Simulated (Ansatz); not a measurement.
```yaml
crystal:
  periodic: [false, false, false]
  atoms:
    - {symbol: C, position_ang: [1.098864, 1.367145, -1.544521]}
    - {symbol: C, position_ang: [1.077613, -0.048741, -0.970929]}
    - {symbol: Al, position_ang: [-0.264678, -0.423079, 0.416601]}
    - {symbol: C, position_ang: [-0.432236, -2.240758, 1.128113]}
    - {symbol: C, position_ang: [-1.420332, 1.021417, 1.061690]}
    - {symbol: H, position_ang: [1.879123, 1.501917, -2.300482]}
    - {symbol: H, position_ang: [1.272815, 2.115664, -0.766231]}
    - {symbol: H, position_ang: [0.146893, 1.625538, -2.017088]}
    - {symbol: H, position_ang: [2.061827, -0.300156, -0.550382]}
    - {symbol: H, position_ang: [0.940746, -0.782781, -1.777273]}
    - {symbol: H, position_ang: [-0.752000, -2.252123, 2.174220]}
    - {symbol: H, position_ang: [-1.193664, -2.794696, 0.564787]}
    - {symbol: H, position_ang: [0.495337, -2.814500, 1.048168]}
    - {symbol: H, position_ang: [-0.834978, 1.753743, 1.630768]}
    - {symbol: H, position_ang: [-2.224965, 0.671957, 1.713489]}
    - {symbol: H, position_ang: [-1.873266, 1.576749, 0.233568]}
basis:
  gaussian: {orbitals: cc-pVTZ}
total_charge: 1
magnetization: {spin_polarized: true, initial_magnetization: 1}
hamiltonian: {xc: {name: B3LYP5}}
output: {forces: true}
```

```sh
$ ansatz run in.yaml --threads 4 --pin off --events-out ev --progress --plain --max-ram 10444MiB
```

Shortened log:

```
Functional definition: B3LYP5
1601 factors; their error is unknown
mean field evaluation 1: about -10889.9078 eV, gradient 7.4e1 eV
mean field evaluation 2: about -10877.8549 eV, gradient 8.0e1 eV
mean field evaluation 4: about -10911.2463 eV, gradient 2.1e1 eV
mean field evaluation 8: about -10914.1553 eV, gradient 6.5e-1 eV
mean field evaluation 16: about -10914.1542 eV, gradient 3.3e-2 eV
mean field evaluation 32: about -10914.0291 eV, gradient 7.7e-1 eV
mean field -10914.15419074 eV, -401.0877686304 hartree, gradient 2.3e-5 eV, S^2 0.755192; 3 other end points of the search recorded, 0 dependent functions left out
reference -10914.15447908 eV, -401.0877792267 hartree; 24, 23 occupied and 284, 285 virtual orbitals, 1601 factors
Total energy: -10914.15447908 eV, -401.0877792267 hartree
Atom 0 at     1.098864     1.367145    -1.544521 Å, force    -1.365368     0.083528     1.190343 eV/Å
Atom 1 at     1.077613    -0.048741    -0.970929 Å, force     2.862445     1.061976    -3.037185 eV/Å
Atom 2 at    -0.264678    -0.423079     0.416601 Å, force    -1.823941    -0.516878     1.903529 eV/Å
Atom 3 at    -0.432236    -2.240758     1.128113 Å, force     0.506964    -0.902673    -0.346037 eV/Å
Atom 4 at    -1.420332     1.021417     1.061690 Å, force     0.116123     0.971643    -0.354092 eV/Å
Atom 5 at     1.879123     1.501917    -2.300482 Å, force     0.266726    -0.394571    -0.080933 eV/Å
Atom 6 at     1.272815     2.115664    -0.766231 Å, force     0.191456    -0.031493    -0.123896 eV/Å
Atom 7 at     0.146893     1.625538    -2.017088 Å, force     0.158482    -0.048094    -0.155250 eV/Å
Atom 8 at     2.061827    -0.300156    -0.550382 Å, force    -0.389744    -0.085806     0.801012 eV/Å
Atom 9 at     0.940746    -0.782781    -1.777273 Å, force    -0.765097    -0.247440     0.386159 eV/Å
Atom 10 at    -0.752000    -2.252123     2.174220 Å, force     0.073977     0.483769     0.023026 eV/Å
Atom 11 at    -1.193664    -2.794696     0.564787 Å, force     0.041383     0.197046    -0.154423 eV/Å
Atom 12 at     0.495337    -2.814500     1.048168 Å, force    -0.090387    -0.000850     0.032324 eV/Å
Atom 13 at    -0.834978     1.753743     1.630768 Å, force     0.047520    -0.082534    -0.056617 eV/Å
Atom 14 at    -2.224965     0.671957     1.713489 Å, force     0.141089    -0.439441    -0.073693 eV/Å
Atom 15 at    -1.873266     1.576749     0.233568 Å, force     0.028372    -0.048183     0.045732 eV/Å
Dipole moment:     0.271678    -0.002398    -0.251128 e Å
```

It took 16 s on 4 threads of an Arm Neoverse V1 on a shared host, with 1.1 GiB of host memory at the peak.
